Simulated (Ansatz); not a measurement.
FH5O2Si2, SMILES `O[SiH2][SiH](O)F`. The species carries charge 0 and has multiplicity 1.

```xyz
10

O     1.272   -1.141    0.476
Si    0.856   -0.115   -0.765
Si   -1.143    0.769    0.102
O    -1.615   -0.274    1.270
F    -0.846    2.218    0.716
H     2.092   -1.633    0.413
H     0.656   -0.866   -2.039
H     1.922    0.896   -1.012
H    -2.282    0.944   -0.826
H    -0.912   -0.798    1.665
```

Task: List the harmonic frequencies (cm⁻¹, unscaled) at PBE0-D4/def2-TZVP in Ansatz. (Estimate.)

Result: Computed: 45, 104, 157, 218, 275, 334, 388, 424, 515, 714, 764, 779, 836, 843, 854, 917, 945, 958, 971, 2192, 2203, 2255, 3872, 3915.

Task: Is this a minimum?

Result: Yes, all 24 modes are real.

Task: Give the ideal-gas thermochemistry at 298.15 K and 1 bar (rigid rotor, harmonic oscillator; point group C1, symmetry number 1).

Result: Zero-point energy 152.4 kJ/mol; H(298) − E = 175.6 kJ/mol; entropy 366.2 J/(mol·K), of which translation 167.7, rotation 114.8, vibration 83.7; G(298) − E = 66.4 kJ/mol. Modes under 100 cm⁻¹ are hindered rotations or soft bends, so the harmonic entropy is rough.

Task: And at 400, 500, 600, 800 and 1000 K?

Result: 
```
T (K)  H − E (kJ/mol)  S (J/mol/K)  G − E (kJ/mol)
  400           189.0        404.7            27.1
  500           203.9        437.9           -15.1
  600           220.1        467.5           -60.4
  800           255.3        518.0          -159.1
 1000           293.0        560.0          -267.0
```
